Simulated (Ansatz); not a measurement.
Basis-set series for `NC(O)[SiH2]S`. The species carries charge 0 and has multiplicity 1. The geometry is a stationary point of PBE0-D4/def2-TZVP. It is one conformer, not always the lowest.

| atom | x (Å) | y (Å) | z (Å) |
| --- | --- | --- | --- |
| N1 | 0.565 | -1.136 | -0.983 |
| C2 | 0.773 | 0.098 | -0.264 |
| O3 | 1.344 | -0.175 | 1.002 |
| Si4 | -0.819 | 1.076 | 0.109 |
| S5 | -2.199 | -0.271 | 1.034 |
| H6 | 0.593 | -1.007 | -1.984 |
| H7 | -0.310 | -1.582 | -0.727 |
| H8 | 1.456 | 0.714 | -0.869 |
| H9 | 1.957 | -0.907 | 0.863 |
| H10 | -0.552 | 2.268 | 0.954 |
| H11 | -1.469 | 1.490 | -1.162 |
| H12 | -1.340 | -0.568 | 2.026 |

| functional | basis | functions | energy (Eh) | HOMO (eV) | LUMO (eV) |
| --- | --- | --- | --- | --- | --- |
| PBE0-D4 | def2-SVP | 113 | -859.20614 | -6.82 | 0.86 |
| PBE0-D4 | def2-QZVPP | 521 | -859.68290 | -7.06 | 0.05 |
| ωB97M-V | def2-SVP | 113 | -859.53134 | -9.07 | 2.74 |
| ωB97M-V | def2-QZVPP | 521 | -860.01331 | -9.33 | 1.40 |

Question: Give the rows for def2-TZVPP. (Best estimate.)

Answer: Ansatz gave: 
| functional | basis | functions | energy (Eh) | HOMO (eV) | LUMO (eV) |
| --- | --- | --- | --- | --- | --- |
| PBE0-D4 | def2-TZVPP | 275 | -859.65094 | -7.01 | 0.32 |
| ωB97M-V | def2-TZVPP | 275 | -859.98294 | -9.28 | 1.95 |

Positive LUMOs are unbound and depend on the basis.
